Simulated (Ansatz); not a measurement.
`Cl[SiH]1[CH2][AlH]1` and `[CH2]1[AlH][SiH2]1` differ in one atom or group.

Ansatz, PBE0-D4/def2-TZVP geometries, multiplicity 1. 

| property | `Cl[SiH]1[CH2][AlH]1` |
| --- | --- |
| ideal-gas entropy at 298 K and 1 bar (rigid rotor, harmonic PBE0-D4/def2-TZVP) / J/(mol·K) | 333 |
| HOMO energy (B3LYP/def2-TZVPP) / eV | -6.04 |
| size of the dipole moment (ωB97M-V/def2-TZVPP) / D | 2.37 |
| HOMO–LUMO gap (B3LYP/def2-TZVPP) / eV | 3.84 |
| LUMO energy (PBE/def2-TZVPP) / eV | -2.80 |
| LUMO energy (PBE0/def2-TZVPP) / eV | -2.04 |

Problem. Give the same properties after the change, and the shifts. (Estimate.)

Solution. The calculation gave: 
| property | `[CH2]1[AlH][SiH2]1` | shift |
| --- | --- | --- |
| ideal-gas entropy at 298 K and 1 bar (rigid rotor, harmonic PBE0-D4/def2-TZVP) / J/(mol·K) | 302 | -31 |
| HOMO energy (B3LYP/def2-TZVPP) / eV | -5.85 | 0.19 |
| size of the dipole moment (ωB97M-V/def2-TZVPP) / D | 1.07 | -1.30 |
| HOMO–LUMO gap (B3LYP/def2-TZVPP) / eV | 3.80 | -0.04 |
| LUMO energy (PBE/def2-TZVPP) / eV | -2.65 | 0.15 |
| LUMO energy (PBE0/def2-TZVPP) / eV | -1.87 | 0.17 |

Dipoles are sizes alone; their direction can turn.

B3LYP here is the variant with VWN-RPA as its local correlation; programs differ in this.
